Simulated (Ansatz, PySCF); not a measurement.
Complex: CH4 (SMILES C) (first 5 atoms) with C3H4 (SMILES C=C=C); geometry from B3LYP-D3(BJ)/def2-TZVP, rigid monomers moved along the line of their centres of mass till H5···C7 is 3.40 Å.
(charge 0, multiplicity 1):
```xyz
12

C     -0.20441    -0.04430    -0.29072
H      0.37230    -0.09913    -1.21308
H     -0.75804     0.89371    -0.26659
H     -0.90208    -0.88017    -0.25156
H      0.46781    -0.09128     0.56444
C      1.47622    -0.03665     4.09803
C      0.18618     0.04058     3.95474
C     -1.10272     0.11774     3.80542
H      1.97469    -0.99333     4.20427
H      2.09476     0.85332     4.11669
H     -1.55410     0.10077     2.82030
H     -1.76470     0.20151     4.65953
```

Monomers are frozen at their geometry in the pair; levels with a basis set take the counterpoise correction.

Frozen-core correlation.

Programs: Ansatz (Gaussian orbitals); PySCF for the dispersion terms. Values without a source in brackets are computed.

PBE/def2-TZVPPD gives -0.38 kcal/mol for the interaction energy.

### Question
Where do these levels fall relative to PBE: PBE-D3(BJ)/def2-TZVPPD, r2SCAN/def2-TZVPPD, B3LYP/def2-TZVPPD, wB97M-V/def2-TZVPPD, MP2/aug-cc-pVDZ, CCSD(T)/aug-cc-pVDZ.

### Answer
PBE-D3(BJ)/def2-TZVPPD -0.60; r2SCAN/def2-TZVPPD -0.03; B3LYP/def2-TZVPPD 0.47; wB97M-V/def2-TZVPPD -0.30; MP2/aug-cc-pVDZ -0.33; CCSD(T)/aug-cc-pVDZ -0.30 kcal/mol. 1 of 6 lie above PBE; the widest gap is to PBE-D3(BJ)/def2-TZVPPD.

Ansatz is a quantum-chemistry and plane-wave program.
